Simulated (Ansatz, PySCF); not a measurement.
Some isomers of C3H4F2O, singlet:

A. FC1(F)CCO1 [2,2-difluorooxetane]
B. COC=C(F)F [1,1-difluoro-2-methoxyethene]
C. CC(F)(F)C=O [2,2-difluoropropanal]
D. FC1(F)COC1

Quantity: relative energy (0 K, with B3LYP-D3(BJ) harmonic zero-point energies from PySCF), kJ/mol. Structures are relaxed separately at B3LYP-D3(BJ)/def2-TZVP in Ansatz (a quantum-chemistry and plane-wave program), one conformer each, not searched for the lowest. Correlated levels leave the core frozen unless marked. No spin-orbit coupling. No relativistic terms. CBS marks a two-point X^-3 extrapolation of the correlation energy; Hartree-Fock from the larger set. [CCSD(T)-MP2]/basis is that difference in the basis named. Values are relative to the lowest entry of each level; other isomers of the formula, not listed, may lie lower.

```
   HF/STO-3G (Ansatz)  BLYP-D3(BJ)/def2-TZVPD (Ansatz + dftd3)  TPSSh-D4/def2-TZVPD (PySCF + dftd4)  RI-MP2/CBS(cc-pVTZ,cc-pVQZ)+[CCSD(T)-MP2]/cc-pVTZ (Ansatz)
-  ------------------  ---------------------------------------  -----------------------------------  ----------------------------------------------------------
A                 0.0                                     54.6                                 25.0                                                        34.7
B               143.7                                    122.2                                119.0                                                       138.0
C                81.9                                      0.0                                  0.0                                                         0.0
D                43.8                                    109.5                                 83.1                                                        96.8
```
